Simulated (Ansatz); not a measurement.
System: GaHBr$_{2}$, charge 0, singlet. GaHBr2 (SMILES [GaH]([Br])[Br]).
B3LYP-D3(BJ)/def2-TZVP minimum from Ansatz (a program for electronic structure):
```
Ga
H 1 1.5498
Br 1 2.2919 2 121.98
Br 1 2.2919 2 121.98 3 -180.00
```

Total energies in cc-pVDZ, 18 correlated electrons, 42 frozen orbitals. Radicals and triplets start from unrestricted determinants; spin-orbit coupling is neglected. Cores are frozen in correlated methods (noble-gas shells, and filled d and f shells in the p block). No relativity. Spin-orbit terms, left out, reach several kcal/mol for Br and I, and more for heavier atoms.

| method | program | energy (Eh) | minus CCSDT(Q) (mEh) |
|---|---|---|---|
| HF | Ansatz | -7068.69080 | 321.92 |
| MP2 | Ansatz | -7068.97549 | 37.24 |
| CCSD | Ansatz | -7069.00470 | 8.03 |
| CCSD(T) | Ansatz | -7069.01135 | 1.38 |
| CCSDT(Q) | Ansatz | -7069.01273 | 0.00 |

Rough core times of Ansatz's runs on a shared machine: CCSD(T) under 20 s, CCSDT(Q) 70 s.
